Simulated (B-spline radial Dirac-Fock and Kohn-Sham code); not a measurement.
## Hf²⁺: eigenvalues, ΔSCF and the reference

System: Hf²⁺ in the configuration [Xe] 4f14 5d2.

The density-functional columns are spherical, spin-unpolarised Dirac-Kohn-Sham results without Breit or QED terms: −ε is minus the orbital energy of the initial state and ΔSCF the difference of two total energies. The reference in the last column comes from ΔSCF Dirac-Fock with Breit, self-energy and vacuum polarisation, finite nucleus, configuration average. All numbers are from a radial B-spline solver, in eV; a selection of levels is shown. For the 1s level of heavy atoms much of the gap between ΔSCF and the reference is the Breit and QED part, -318.6 eV here; for other levels the error of the functional can be larger.

```tsv
level	PBE −ε	PBE ΔSCF	LDA −ε	LDA ΔSCF	Dirac-Fock
K	65193.5	65728.2	65137.6	65670.6	65363.3
L1	11155.2	11250.9	11147.2	11243.3	11301.1
L2	10656.7	10780.4	10653.1	10776.9	10761.7
L3	9464.9	9572.0	9462.6	9569.8	9583.3
M1	2553.2	2579.8	2551.0	2577.7	2628.5
M2	2331.8	2360.5	2330.9	2359.7	2391.4
M3	2076.4	2102.4	2075.8	2101.9	2135.6
M4	1700.8	1732.5	1700.9	1732.7	1739.5
M5	1645.1	1675.8	1645.3	1676.0	1684.8
N1	526.4	538.5	525.4	537.5	565.2
N2	435.6	447.6	435.1	447.2	467.7
N3	377.1	388.7	376.5	388.2	409.3
N4	227.7	239.1	227.7	239.1	248.8
N5	217.0	228.3	217.0	228.2	238.2
N6	32.82	42.95	33.18	43.33	38.75
N7	31.08	41.12	31.43	41.49	37.10
O1	81.89	89.59	82.20	89.93	92.44
O2	56.19	63.42	56.54	63.78	62.31
O3	48.41	55.27	48.66	55.55	54.49
O4,5	16.70	21.78	17.01	22.10	20.70
```

Q: Order the estimates of the K (1s) level by their distance from the Dirac-Fock value, nearest first.
A. LDA −ε
B. PBE ΔSCF
C. PBE −ε
D. LDA ΔSCF

A: C (169.8 eV), A (225.6 eV), D (307.4 eV), B (365.0 eV).

An eigenvalue near the reference for a deep level is a cancellation of errors: it lacks relaxation, carries self-interaction and omits Breit and QED terms.

Values without a named source are computed, but for edge energies of neutral atoms, which are taken from tables.
